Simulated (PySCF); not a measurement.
Li: excitation energy

Li [He] 2s1 (2S) → Li [He] 2p1 (2P), as a difference of total energies. All numbers are calculated (PySCF 2.14, the non-relativistic Hamiltonian (point nucleus), in aug-cc-pCVQZ (9s8p6d4f2g, 109 functions)). Correlated levels: valence and next inner shell: nothing frozen. The calculations carry no spin-orbit coupling.

```csv
method,excitation energy (cm⁻¹)
UHF,14853
LDA,12883
PBE,12559
PBE0,13233
r2SCAN,12992
LC-wPBE,14797
wB97X-V,14513
wB97X,14027
MP2 (valence and next inner shell),14911
SCS-MP2 (valence and next inner shell),14933
```

Errors of the correlated levels include the incompleteness of this basis.

For comparison: 14904 cm⁻¹ (measured; NIST levels, between the centres of gravity of the two terms).
